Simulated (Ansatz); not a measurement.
Geometry optimisation, RKS PBE-D4/def2-SVP in Ansatz.

Input file:

```yaml
crystal:
  periodic: [false, false, false]
  atoms:
    - { symbol: Sn, position_ang: [0.0, 0.0, 0.0] }
    - { symbol: Cl, position_ang: [0.0, 0.0, 2.76] }
    - { symbol: Cl, position_ang: [2.2726, 0.0, -0.8025] }
    - { symbol: H, position_ang: [-0.8195, 1.4198, -0.5794] }
    - { symbol: O, position_ang: [-0.9232, -1.5994, -0.6527] }
    - { symbol: H, position_ang: [-1.3778, -2.065, 0.1197] }
    - { symbol: Si, position_ang: [1.4614, -2.2192, 0.8829] }
    - { symbol: H, position_ang: [0.6427, -3.4219, 0.7607] }
    - { symbol: H, position_ang: [2.6646, -2.3656, 0.069] }
    - { symbol: H, position_ang: [1.84, -2.0289, 2.2801] }
    - { symbol: H, position_ang: [0.8487, -1.2888, 2.2208] }
basis:
  gaussian: { orbitals: def2-SVP }
hamiltonian:
  xc: pbe
  dispersion: d4
relax:
  f_tol: 0.15
  max_steps: 25
  restrain:
    - { distance: [0, 6], at: 3.7, k: 30.0 }
    - { distance: [10, 1], at: 2.57, k: 30.0 }
    - { distance: [0, 1], at: 2.41, k: 30.0 }
    - { distance: [10, 6], at: 1.46, k: 30.0 }
output:
  orbitals: {}
```

Command:

```bash
$ ansatz run input.yaml --threads 4 --pin off --max-ram 5120MiB --backend cpu --events-out ev --progress --plain --runs-dir out
```

Where does it end, and by what steps?

The forces met the threshold. The restraints hold the end off the free minimum. After 12 steps the energy has fallen by 3.406 eV (the restraints' own energy left out); H10 moved furthest, 1.36 Å. Parted: Sn1–Si7 (2.80 → 3.71 Å).

```tsv
step	energy less start (eV)	largest force component (eV/Å)	accepted
0	0.0000	2.161	yes
1	0.4488	3.401	yes
2	0.3532	3.895	yes
3	-0.6238	2.586	yes
4	-1.7850	1.563	yes
5	-2.5274	1.278	yes
6	-3.0052	0.805	yes
7	-3.2173	0.486	yes
8	-3.3340	0.680	yes
9	-3.3655	0.692	yes
10	-3.3864	0.703	yes
11	-3.3995	0.644	yes
12	-3.4064	0.621	yes
```

```xyz
11
Properties=species:S:1:pos:R:3
Sn -0.169 0.353 -0.040
Cl -0.509 0.656 2.312
Cl 2.126 0.666 -0.495
H -1.067 1.490 -0.960
O -0.771 -1.477 -0.560
H -0.867 -2.048 0.230
Si 1.579 -2.628 1.305
H 0.477 -3.645 1.152
H 2.222 -2.381 -0.023
H 2.595 -3.164 2.275
H 0.992 -1.392 1.862
```

Time of the run: 40 s on 4 threads of Arm Neoverse N1 (shared host), peak memory 0.19 GiB.
